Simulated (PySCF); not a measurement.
Excitations are Tamm–Dancoff values on a coarser integration grid. The basis has no diffuse functions, so Rydberg states are missing or too high.

# CH$_{3}$F$_{3}$Si, SMILES `FC(F)(F)[SiH3]` (charge 0, multiplicity 1)

Level of theory: r2SCAN-D4/def2-TZVP in PySCF.

The HOMO comes out as -8.48 eV and the dipole moment is 0.441 e·Å. The LUMO is -0.35 eV, the HOMO–LUMO gap comes out as 8.13 eV and the S1 excitation (TDA) is 8.48 eV. The S1 oscillator strength comes out as 0.097. The brightest of the four lowest singlets (TDA) is 8.48 eV and the T1 excitation (TDA) is 7.47 eV. The S1–T1 gap (TDA) is 1.01 eV, the total energy is -628.9154 Ha and the cost is about 8 core-minutes (a rough figure).

```xyz
8

F      1.2643    -1.0377     1.0134
C      0.9388    -0.0810     0.1114
F      1.5619    -0.4089    -1.0458
F      1.5040     1.0712     0.5449
Si    -0.9715     0.0863    -0.1137
H     -1.4741    -1.2221    -0.5856
H     -1.5388     0.4440     1.2045
H     -1.2038     1.1513    -1.1133
```
